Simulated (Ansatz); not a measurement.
Clusters of 4 atoms, halide: PBE0-D4/def2-TZVPD single points in Ansatz on relaxed structures, gas phase. Each cluster is the lowest isomer that a short search found in that spin, judged at the geometry's level, and lower ones may exist. Core potentials for Ag, Au, Bi, Hg, no spin–orbit coupling. HOMO and LUMO are taken over both spins. Singlets are spin-restricted. A dash marks a value that wasn't run or was left out as unsound. The structures are stationary points that may keep the symmetry of their start. Remarks come from the PBE and PBE0 runs and from stability tests at other levels; not every state was tested. A HOMO above zero means that the electron is unbound at that level and held by the basis, or that self-interaction error raises the level; the energy of removing that electron tells which. HOMO above LUMO (over both spins in singlets and doublets, within one spin in higher multiplets; at PBE or PBE0), or a gap under 0.15 eV within one spin, warns that the state may not be the lowest or that an electron is smeared out.

```tsv
species	atoms	state	geometry	HOMO (eV)	LUMO (eV)	gap (eV)	lowest of the spins relaxed	point group (within 0.1 Å)	remarks
Na2Cl2	4	singlet	PBE0-D4/def2-TZVP	-7.40	-0.98	6.42	–	D2h	–
Ag2Cl2⁻	4	doublet	r2SCAN-D4/def2-SVPD	-0.98	–	–	doublet, of doublet/quartet	Cs	HOMO above zero (quartet)
HgF3⁻	4	singlet	r2SCAN-D4/def2-TZVPD	-3.87	–	–	singlet, of singlet/triplet	D3h	HOMO above zero (quintet), gap within one spin near zero at PBE or PBE0 (quintet), HOMO above LUMO (quintet)
BiF3	4	singlet	PBE-D4/def2-TZVP	-10.21	-1.97	8.25	–	C3v	–
Au2F2⁻	4	doublet	r2SCAN-D4/def2-TZVPD	-2.84	-0.13	2.70	doublet, of doublet/quartet	C2h	–
GeCl3⁻	4	singlet	PBE0-D4/def2-SVPD	-2.58	–	–	singlet, of singlet/triplet/quintet	C3v	HOMO above zero (triplet), HOMO above zero (quintet)
GaCl3	4	singlet	PBE0-D4/def2-SVP	-9.50	-2.17	7.33	–	D3h	gap within one spin near zero at PBE or PBE0 (quintet)
```

The gap (eV) runs from 2.70 (Au2F2⁻) to 8.25 (BiF3).
